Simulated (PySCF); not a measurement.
Si(F)(Cl)(Me)2 (C2H6ClFSi), SMILES F[Si](Cl)(C)C.

Geometry: ωB97X-D3(BJ)/def2-SVP.

Level of theory: ωB97X-D3(BJ)/def2-SVP (PySCF 2.14.0).

Frequencies are harmonic and unscaled.

```json
[
 {"mode": "1", "ν (cm⁻¹)": "144", "IR (km/mol)": "0.0", "Raman (Å⁴/amu)": "0.0", "depolarisation": "–", "moving atoms (share of kinetic energy)": "H 99 %"},
 {"mode": "2", "ν (cm⁻¹)": "155", "IR (km/mol)": "0.1", "Raman (Å⁴/amu)": "0.0", "depolarisation": "–", "moving atoms (share of kinetic energy)": "H 97 %"},
 {"mode": "3", "ν (cm⁻¹)": "178", "IR (km/mol)": "0.4", "Raman (Å⁴/amu)": "1.6", "depolarisation": "0.75", "moving atoms (share of kinetic energy)": "C 37 %, H 24 %, Cl 22 %, F 14 %"},
 {"mode": "4", "ν (cm⁻¹)": "183", "IR (km/mol)": "0.5", "Raman (Å⁴/amu)": "1.3", "depolarisation": "0.74", "moving atoms (share of kinetic energy)": "C 42 %, H 30 %, F 16 %, Cl 11 %"},
 {"mode": "5", "ν (cm⁻¹)": "230", "IR (km/mol)": "1.2", "Raman (Å⁴/amu)": "0.8", "depolarisation": "0.50", "moving atoms (share of kinetic energy)": "H 31 %, C 25 %, Si 19 %, F 15 %, Cl 10 %"},
 {"mode": "6", "ν (cm⁻¹)": "267", "IR (km/mol)": "11.8", "Raman (Å⁴/amu)": "1.4", "depolarisation": "0.74", "moving atoms (share of kinetic energy)": "F 43 %, Cl 24 %, Si 14 %, H 10 %, C 8 %"},
 {"mode": "7", "ν (cm⁻¹)": "283", "IR (km/mol)": "25.0", "Raman (Å⁴/amu)": "1.7", "depolarisation": "0.75", "moving atoms (share of kinetic energy)": "F 32 %, C 23 %, Si 22 %, H 18 %"},
 {"mode": "8", "ν (cm⁻¹)": "526", "IR (km/mol)": "57.2", "Raman (Å⁴/amu)": "8.8", "depolarisation": "0.08", "moving atoms (share of kinetic energy)": "Cl 42 %, Si 26 %, C 18 %, H 9 %"},
 {"mode": "9", "ν (cm⁻¹)": "688", "IR (km/mol)": "42.4", "Raman (Å⁴/amu)": "10.9", "depolarisation": "0.15", "moving atoms (share of kinetic energy)": "C 45 %, H 24 %, Si 22 %"},
 {"mode": "10", "ν (cm⁻¹)": "706", "IR (km/mol)": "0.3", "Raman (Å⁴/amu)": "2.4", "depolarisation": "0.75", "moving atoms (share of kinetic energy)": "H 66 %, C 29 %"},
 {"mode": "11", "ν (cm⁻¹)": "753", "IR (km/mol)": "0.1", "Raman (Å⁴/amu)": "1.4", "depolarisation": "0.75", "moving atoms (share of kinetic energy)": "H 78 %, C 21 %"},
 {"mode": "12", "ν (cm⁻¹)": "802", "IR (km/mol)": "9.2", "Raman (Å⁴/amu)": "1.8", "depolarisation": "0.75", "moving atoms (share of kinetic energy)": "H 56 %, F 21 %, C 20 %"},
 {"mode": "13", "ν (cm⁻¹)": "828", "IR (km/mol)": "139.3", "Raman (Å⁴/amu)": "0.7", "depolarisation": "0.75", "moving atoms (share of kinetic energy)": "Si 43 %, H 30 %, C 26 %"},
 {"mode": "14", "ν (cm⁻¹)": "860", "IR (km/mol)": "154.5", "Raman (Å⁴/amu)": "1.0", "depolarisation": "0.41", "moving atoms (share of kinetic energy)": "H 60 %, C 22 %, Si 16 %"},
 {"mode": "15", "ν (cm⁻¹)": "936", "IR (km/mol)": "177.0", "Raman (Å⁴/amu)": "0.2", "depolarisation": "0.58", "moving atoms (share of kinetic energy)": "Si 46 %, F 33 %, H 15 %"},
 {"mode": "16", "ν (cm⁻¹)": "1293", "IR (km/mol)": "60.8", "Raman (Å⁴/amu)": "0.6", "depolarisation": "0.75", "moving atoms (share of kinetic energy)": "H 74 %, C 25 %"},
 {"mode": "17", "ν (cm⁻¹)": "1295", "IR (km/mol)": "28.1", "Raman (Å⁴/amu)": "0.8", "depolarisation": "0.09", "moving atoms (share of kinetic energy)": "H 77 %, C 23 %"},
 {"mode": "18", "ν (cm⁻¹)": "1431", "IR (km/mol)": "0.2", "Raman (Å⁴/amu)": "22.0", "depolarisation": "0.75", "moving atoms (share of kinetic energy)": "H 96 %"},
 {"mode": "19", "ν (cm⁻¹)": "1432", "IR (km/mol)": "2.1", "Raman (Å⁴/amu)": "0.9", "depolarisation": "0.75", "moving atoms (share of kinetic energy)": "H 96 %"},
 {"mode": "20", "ν (cm⁻¹)": "1439", "IR (km/mol)": "4.7", "Raman (Å⁴/amu)": "22.3", "depolarisation": "0.75", "moving atoms (share of kinetic energy)": "H 96 %"},
 {"mode": "21", "ν (cm⁻¹)": "1443", "IR (km/mol)": "11.2", "Raman (Å⁴/amu)": "0.6", "depolarisation": "0.68", "moving atoms (share of kinetic energy)": "H 96 %"},
 {"mode": "22", "ν (cm⁻¹)": "3072", "IR (km/mol)": "0.0", "Raman (Å⁴/amu)": "0.9", "depolarisation": "0.75", "moving atoms (share of kinetic energy)": "H 97 %"},
 {"mode": "23", "ν (cm⁻¹)": "3073", "IR (km/mol)": "0.7", "Raman (Å⁴/amu)": "242.1", "depolarisation": "0.00", "moving atoms (share of kinetic energy)": "H 97 %"},
 {"mode": "24", "ν (cm⁻¹)": "3175", "IR (km/mol)": "0.0", "Raman (Å⁴/amu)": "15.0", "depolarisation": "0.75", "moving atoms (share of kinetic energy)": "H 91 %, C 9 %"},
 {"mode": "25", "ν (cm⁻¹)": "3176", "IR (km/mol)": "3.8", "Raman (Å⁴/amu)": "128.1", "depolarisation": "0.75", "moving atoms (share of kinetic energy)": "H 91 %, C 9 %"},
 {"mode": "26", "ν (cm⁻¹)": "3184", "IR (km/mol)": "0.2", "Raman (Å⁴/amu)": "57.1", "depolarisation": "0.75", "moving atoms (share of kinetic energy)": "H 91 %, C 9 %"},
 {"mode": "27", "ν (cm⁻¹)": "3184", "IR (km/mol)": "1.1", "Raman (Å⁴/amu)": "95.0", "depolarisation": "0.73", "moving atoms (share of kinetic energy)": "H 91 %, C 9 %"}
]
```
